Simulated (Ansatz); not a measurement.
System: C3H10GeN, charge 0, multiplicity 2. SMILES: [CH2][Ge]([CH3])([CH3])[NH2]
Structure (B3LYP-D3(BJ)/def2-TZVP (Ansatz, an electronic-structure program) minimum search):
```
Ge
N 1 1.8613
H 2 1.0120 1 114.36
H 2 1.0121 3 108.21 1 128.57
C 1 1.9308 2 105.57 3 -60.42
H 5 1.0838 1 121.63 2 -30.23
H 5 1.0839 6 115.69 1 177.99
C 1 1.9659 2 105.36 3 -179.79
H 8 1.0892 1 109.93 2 56.94
H 8 1.0900 9 108.98 1 -121.21
H 8 1.0912 9 108.85 10 -118.17
C 1 1.9725 2 114.19 3 59.79
H 12 1.0902 1 110.49 2 -58.40
H 12 1.0906 13 108.63 1 -121.03
H 12 1.0913 13 108.53 14 -117.73
```
Charge 0, spin multiplicity 2.

Wanted: size of the dipole moment, in D. Set-up: non-relativistic; open shells spin-unrestricted; spin-orbit terms left out; 6-31G* and kin with 6d, 5d where marked; LANL2DZ with its own core potentials from Na on; no dispersion term unless named. First-principles rows: single points at B3LYP-D3(BJ) geometries (Ansatz).

| level | program | size of the dipole moment (D) |
|---|---|---|
| PBE/3-21G | Ansatz | 1.30 |
| PBE/LANL2DZ | Ansatz | 1.44 |
| PBE/def2-SVP | Ansatz | 1.05 |
| BLYP/6-31G* with LANL2DZ past Ar | Ansatz | 1.14 |
| B3LYP/LANL2DZ | Ansatz | 1.49 |
| B3LYP/6-31G* with LANL2DZ past Ar | Ansatz | 1.19 |

No value to compare with is used here. The 6 habitual levels span 1.05 (PBE/def2-SVP) to 1.49 D (B3LYP/LANL2DZ).

The levels are drawn from those run, B3LYP/6-31G* more often than the rest, none by its result; left out are runs that failed, that the program found above a lower state of the same kind, or whose <S^2> lies over 0.5 above the pure value.
